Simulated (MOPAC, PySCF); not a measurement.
[Mo(=O)(Cl)4], neutral singlet in the gas phase. 

Z-matrix (Å, degrees):
```
Mo
O 1 1.6639
Cl 1 2.3104 2 103.50
Cl 1 2.3107 2 103.43 3 -179.92
Cl 1 2.3111 2 103.58 4 90.01
Cl 1 2.3113 2 103.64 4 -90.04
```
Charge 0, spin multiplicity 1.

All levels are single points at this geometry (TPSS-D3(BJ)/def2-SVP); Pople sets use spherical d functions. Orbital energies aren't observables, and empty levels follow the basis.

TPSSh-D3(BJ)/def2-TZVP in PySCF gives HOMO (eV) = -8.27.

Problem. Estimate the HOMO (eV) from each of these levels: B3LYP-D3(BJ)/def2-TZVP in PySCF; PBE-D3(BJ)/def2-TZVP in PySCF; B3LYP/6-311+G** (LANL2DZ on Mo) in PySCF; B3LYP/6-31G* (LANL2DZ on Mo) in PySCF; BP86/6-31G* (LANL2DZ on Mo) in PySCF; SVWN5/6-31G* (LANL2DZ on Mo) in PySCF; HF/6-31G* (LANL2DZ on Mo) in PySCF; PM7 in MOPAC.

Solution. 
```csv
level,HOMO (eV)
B3LYP-D3(BJ)/def2-TZVP in PySCF,-8.69
PBE-D3(BJ)/def2-TZVP in PySCF,-7.63
B3LYP/6-311+G** (LANL2DZ on Mo) in PySCF,-8.86
B3LYP/6-31G* (LANL2DZ on Mo) in PySCF,-8.83
BP86/6-31G* (LANL2DZ on Mo) in PySCF,-7.87
SVWN5/6-31G* (LANL2DZ on Mo) in PySCF,-7.90
HF/6-31G* (LANL2DZ on Mo) in PySCF,-12.40
PM7 in MOPAC,-11.72
```
